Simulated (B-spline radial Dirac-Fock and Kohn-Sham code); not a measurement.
**Dipole and non-dipole photoemission parameters of Ge 3d3/2**

System: the Ge atom in the configuration 1s2 2s2 2p6 3s2 3p6 3d10 4s2 4p2; threshold 37.80 eV (orbital energy of the model). These are calculated numbers from a B-spline atomic structure program; the model is Dirac-Hartree-Slater photoionisation with a Latter tail; cross sections with all multipoles, angular parameters from the dipole term and its interference with E2.

For linearly polarised light dσ/dΩ = σ/(4π) [1 + β P₂(cos θ) + (δ + γ cos²θ) sin θ cos φ], with θ from the polarisation vector and φ the angle between the beam and the projection of the electron momentum on the plane normal to the polarisation.

```csv
hν (eV),σ (kb),β,γ,δ
51.7,1100,0.037,-0.006,0.007
55.6,1410,-0.095,-0.008,0.008
74.2,2630,-0.027,-0.009,0.010
83.7,2890,0.092,-0.009,0.012
100,3060,0.281,-0.006,0.014
102,3060,0.302,-0.005,0.014
147,2560,0.647,0.005,0.017
150,2510,0.664,0.006,0.018
157,2390,0.700,0.008,0.018
158,2370,0.705,0.008,0.018
195,?,?,?,?
334,629,1.122,0.073,0.029
489,243,1.209,0.147,0.037
767,66.9,1.211,0.284,0.051
863,46.6,1.195,0.327,0.056
917,38.6,1.185,0.351,0.058
1486.9,7.87,1.058,0.551,0.088
1860,3.61,0.979,0.645,0.108
1900,3.35,0.971,0.654,0.110
2010,2.74,0.950,0.677,0.116
2984.4,0.642,0.798,0.828,0.168
3990,0.212,0.690,0.931,0.220
4170,0.178,0.674,0.946,0.229
4590,0.122,0.640,0.978,0.249
5414.7,0.0632,0.584,1.030,0.288
6000,0.0417,0.550,1.059,0.315
7090,0.0211,0.496,1.102,0.363
8047.8,0.0124,0.456,1.129,0.402
12200,0.00213,0.335,1.179,0.559
15000,0.000869,0.280,1.176,0.652
```

**Question.** Give the values at 195 eV.

**Answer.** σ = 1790 kb, β = 0.855, γ = 0.019, δ = 0.021.
